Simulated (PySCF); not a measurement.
H₂O₂S₂, SMILES OSSO.

Coordinates come from a B3LYP-D3(BJ)/def2-SVP optimisation. One conformer was computed; it need not be the lowest.

Two levels are set side by side: TDDFT-PBE/def2-SVPD (PySCF) and TDDFT-M06-2X/def2-SVPD (PySCF). Vertical, same geometry. The lowest singlet is HOMO→LUMO+1 98 % with PBE and HOMO→LUMO 51 %, HOMO−1→LUMO+1 26 %, HOMO→LUMO+3 10 % with the other functional; states are paired by order. Differences are taken from unrounded values.

| quantity | TDDFT-M06-2X | TDDFT-PBE | TDDFT-PBE minus TDDFT-M06-2X |
|---|---|---|---|
| lowest singlet excitation (eV) | 5.09 | 4.74 | -0.34 |
| lowest triplet excitation (TDA) (eV) | 4.35 | 3.99 | -0.36 |

A lower first singlet is the usual sign of a functional without exact exchange. Differences between two approximate levels are no errors against the true value.

Rough cost on one machine, each run with all the roots and properties that it gave: TDDFT-M06-2X against TDDFT-PBE about 20 times.
